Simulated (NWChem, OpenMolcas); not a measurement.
A ladder of methods for RbI (SMILES [Rb][I])

RbI: 2 atoms, total charge 0, spin state singlet. As SMILES, `[Rb][I]`. The bond length is the measured one.

```tsv
atom	x (Å)	y (Å)	z (Å)
Rb	0.0000	0.0000	0.0000
I	0.0000	0.0000	3.1769
```

Each level gives the dipole moment (D). The values are calculated.

```csv
level,kind,program,value (D),CPU time
HF/def2-TZVPP (core potential),Hartree–Fock,NWChem,12.16,21 s
PBE/def2-TZVPP (core potential),GGA,OpenMolcas,11.05,7.9 s
revPBE/def2-TZVPP (core potential),GGA,NWChem,11.06,17 s
r2SCAN/def2-TZVPP (core potential),meta-GGA,OpenMolcas,11.66,8.2 s
BHLYP/def2-TZVPP (core potential),global hybrid,NWChem,11.75,19 s
M06-2X/def2-TZVPP (core potential),hybrid meta-GGA,OpenMolcas,11.70,8.2 s
CAM-B3LYP/def2-TZVPP (core potential),range-separated hybrid,NWChem,11.67,54 s
wB97X/def2-TZVPP (core potential),range-separated hybrid,NWChem,11.92,60 s
```

The values span 11.05 to 12.16 D. Times are those of the runs behind each value, whatever else they computed, on shared processors of several kinds: orders of magnitude only.
